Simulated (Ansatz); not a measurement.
`CO[SiH2]C` → `[CH3]`• + `CO[SiH2]`•  (homolysis of the C–Si bond)

Isolated molecules relaxed with PBE0-D4/def2-TZVP in Ansatz; ΔE leaves out vibrations. CCSD(T)/CBS is the MP2 limit (def2-TZVPP, def2-QZVPP) plus CCSD(T) − MP2 in def2-TZVPP, frozen cores. This one scheme is used for every species. DFT in def2-TZVPP. HSE06 is defined as in plane-wave codes. Open shells (•) are unrestricted, without spin–orbit coupling. One conformer a species, not always the lowest.

`CO[SiH2]C`:

Cartesian coordinates in Å:
```
C -0.528 1.820 0.119
O -1.145 0.569 0.297
Si -0.568 -0.816 -0.380
C 1.086 -1.318 0.317
H -1.189 2.591 0.522
H -0.352 2.039 -0.942
H 0.430 1.878 0.649
H -0.433 -0.626 -1.856
H -1.596 -1.848 -0.099
H 1.853 -0.567 0.111
H 1.413 -2.258 -0.136
H 1.029 -1.464 1.398
```

`[CH3]`•:

Cartesian coordinates in Å:
```
C 0.000 0.000 0.000
H 1.027 0.245 0.226
H -0.241 -0.950 -0.454
H -0.786 0.705 0.228
```

`CO[SiH2]`•:

Z-matrix (Å, degrees):
```
C
O 1 1.409
H 1 1.096 2 111.7
H 1 1.091 2 108.2 3 119.4
H 1 1.095 2 111.1 3 -121.5
Si 2 1.645 1 123.9 3 44.7
H 6 1.488 2 105.9 1 -166.8
H 6 1.499 2 109.8 1 -46.7
```

```tsv
level	ΔE (eV)	difference from CCSD(T)/CBS
r2SCANh-D4	3.84	-0.33
r2SCAN0-D4	3.85	-0.32
HSE06-D4	4.01	-0.16
BHLYP-D4	3.93	-0.24
B2PLYP	3.97	-0.20
revPBE	3.69	-0.48
BLYP	3.70	-0.47
r2SCAN0	3.83	-0.34
CAM-B3LYP	3.95	-0.22
MP2/def2-TZVPP	4.19	0.02
SCS-MP2/def2-TZVPP	4.16	-0.01
CCSD/def2-TZVPP	3.99	-0.18
HF/def2-QZVPP	2.99	-1.18
MP2/def2-QZVPP	4.25	0.08
SCS-MP2/def2-QZVPP	4.23	0.06
CCSD/CBS(def2)	4.09	-0.08
CCSD(T)/CBS	4.17	0
```

Problem. What do rigid-rotor, harmonic-oscillator terms from PBE0-D4/def2-TZVP frequencies (298.15 K, 1 bar) make of the CCSD(T)/CBS value? (An estimate is asked.)

Solution. Computed: ΔZPE = -0.24 eV, ΔH = +3.99 eV, ΔS = 160 J/(mol·K), ΔG = +3.50 eV. Open shells count their whole term as degenerate.

Largest T1 diagnostic among the species: 0.015.

Leaving LDA and LC-ωPBE aside and taking each functional with its dispersion term where it has one, the values, not all of them listed here, spread over 0.38 eV, from r2SCAN-D4 to ωB97M-V. LDA lies +0.67 eV from PBE without D4, its usual overbinding. At CCSD(T), def2-SVP lies −0.23 eV from the extrapolated value and def2-TZVPP −0.10 eV: correlation converges slowly with the basis, and small sets miss more of it in the bonded molecule than in its fragments. From BLYP to BHLYP (50 % exact exchange), in def2-TZVPP and without D4, ΔE moves by +0.15 eV.
